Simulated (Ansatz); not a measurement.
`O[B](Cl)[GaH2]` + HI → `[GaH2][I]` + `OBCl`  (cleavage of the Ga–B bond)

Computed with Ansatz on PBE0-D4/def2-TZVP structures; ΔE is electronic, products minus reactants. CCSD(T)/CBS is the MP2 limit (def2-TZVPP, def2-QZVPP) plus CCSD(T) − MP2 in def2-TZVPP, frozen cores. This one scheme is used for every species. DFT in def2-TZVPP. HSE06 is defined as in plane-wave codes. Elements past krypton have def2 core potentials. For Ga, I outer-core shells are correlated without core-valence functions, which leaves a few kJ/mol of doubt a bond. Scalar relativity is left out up to krypton. One conformer a species, not always the lowest.

Question: Is it downhill or uphill in electronic energy at CCSD(T)/CBS, and by how much? (Best estimate.)

Answer: Ansatz gave: Downhill: ΔE = -1.64 eV.

Question: What do these levels give: BLYP-D4, ωB97X-V, BLYP, r2SCAN, HSE06, LC-ωPBE, HF/def2-TZVPP, SCS-MP2/def2-TZVPP, CCSD/def2-TZVPP, CCSD(T)/def2-TZVPP, MP2/def2-QZVPP, CCSD/CBS(def2)? (Best estimate.)

Answer: Computed: BLYP-D4 -1.54, ωB97X-V -1.62, BLYP -1.59, r2SCAN -1.66, HSE06 -1.64, LC-ωPBE -1.59, HF/def2-TZVPP -1.90, SCS-MP2/def2-TZVPP -1.69, CCSD/def2-TZVPP -1.63, CCSD(T)/def2-TZVPP -1.61, MP2/def2-QZVPP -1.73, CCSD/CBS(def2) -1.66 eV.

Largest T1 diagnostic among the species: 0.014.

At CCSD(T), def2-SVP lies −0.04 eV from the extrapolated value and def2-TZVPP +0.03 eV. From BLYP to BHLYP (50 % exact exchange), in def2-TZVPP and without D4, ΔE moves by −0.16 eV. Leaving LDA and LC-ωPBE aside and taking each functional with its dispersion term where it has one, the values, not all of them listed here, spread over 0.23 eV, from BHLYP-D4 to revPBE-D4. LDA lies +0.06 eV from PBE without D4.
